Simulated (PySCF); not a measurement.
Compound: tert-butyl isocyanate, C5H9NO.
InChI=1S/C5H9NO/c1-5(2,3)6-4-7/h1-3H3

Computed with PySCF at CAM-B3LYP/def2-SVPD, non-relativistic, on one gas-phase PBE0-D3(BJ)/def2-SVP geometry that isn't relaxed in the solvent. The solvent is an IEF-PCM continuum (cavity from Bondi-type radii × 1.2), and excitations are vertical TDDFT with non-equilibrium linear response and a frozen core. Only the electrostatic response of the medium enters.

```csv
run,E − E(gas) (kcal/mol),HOMO (eV),HOMO–LUMO gap (eV),dipole (D),lowest singlet (eV),static polarisability (au)
gas,0.00,-9.39,10.24,3.37,6.45,70.9
P,-3.96,-9.41,10.40,4.27,6.48,94.1
Q,-2.91,-9.40,10.38,4.03,6.47,86.7
```

**Question.** The runs were made in acetonitrile and chloroform. Which run belongs to which solvent?

**Answer.** P = acetonitrile, Q = chloroform. The dielectric constants are 4.711 (chloroform), 35.69 (acetonitrile), and the energy falls further as ε rises. The optical constants n² used for the excitations are 2.09, 1.81 in the same order. In this model the ground state sees the solvent through ε alone.

**Question.** How constant is the ratio of the lowering to (ε − 1)/(2ε + 1)?

**Answer.** 
| solvent | (ε − 1)/(2ε + 1) | E − E(gas) (kcal/mol) | ratio (kcal/mol) | polarisation term (kcal/mol) |
| --- | --- | --- | --- | --- |
| chloroform | 0.356 | -2.91 | -8.2 | -3.27 |
| acetonitrile | 0.479 | -3.96 | -8.3 | -4.64 |

The ratio changes by +1.3 % in size from chloroform to acetonitrile. The polarisation term is half the interaction of the solute with the induced surface charges.

Shape of the structure used: `[CH3:1][C:2]([CH3:3])([CH3:4])[N:5]=[C:6]=[O:7]`: C1–C2–N5–C6 -59°.
